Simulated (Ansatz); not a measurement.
Ideal-gas functions of CH3ClFY, SMILES `[CH3][Y]([F])[Cl]` at 500 K and 1 bar, from an Ansatz frequency run at PBE0-D4/def2-TZVP.

Molar mass 158.39 g/mol, point group C1 (symmetry number 1), electronic degeneracy 1, moments of inertia 120.78, 248.538, 359.494 u Å². Harmonic wavenumbers (cm⁻¹, unscaled): 15, 35, 93, 124, 345, 371, 446, 472, 597, 1162, 1419, 1423, 2996, 3064, 3085.

Use S(trans) = R[1.5 ln M + 2.5 ln T − 1.1517]; rotational temperatures θ = 24.2544 K / I; S(rot) = R[ln(√π/σ · √(T³/θAθBθC)) + 1.5]; for each mode x = 1.438777 ν̃/T, S = R[x/(eˣ − 1) − ln(1 − e⁻ˣ)] and H = RT x/(eˣ − 1); 1 cm⁻¹ = 0.0119627 kJ/mol; R = 8.31446 J/(mol·K).

Task: By hand: the entropy, in J/(mol·K).

Result: Translation 182.8. Rotation: θ = 0.2008, 0.0976, 0.0675 K, giving 122.3. Vibration, mode by mode: 34.45, 27.40, 19.30, 16.93, 8.71, 8.15, 6.79, 6.38, 4.77, 1.32, 0.72, 0.72, 0.01, 0.01, 0.01, in all 135.7. Electronic 0.0. Sum 440.8 J/(mol·K).

Task: By hand: H − E and G − E in kJ/mol, counted from the electronic energy.

Result: Zero-point energy ½ × 15647 × 0.0119627 = 93.6; thermal vibration 26.5; translation, rotation and pV give 4 RT = 16.6. H − E = 136.7 kJ/mol, and G − E = 136.7 − 500 × 440.8/1000 = -83.7 kJ/mol.

Vibration gives 31 % of the entropy, 98.1 J/(mol·K) of it from the modes under 150 cm⁻¹: soft modes count most, and the harmonic formula is weakest for them. The sum counts one conformer and one mirror image; others add a mixing term.
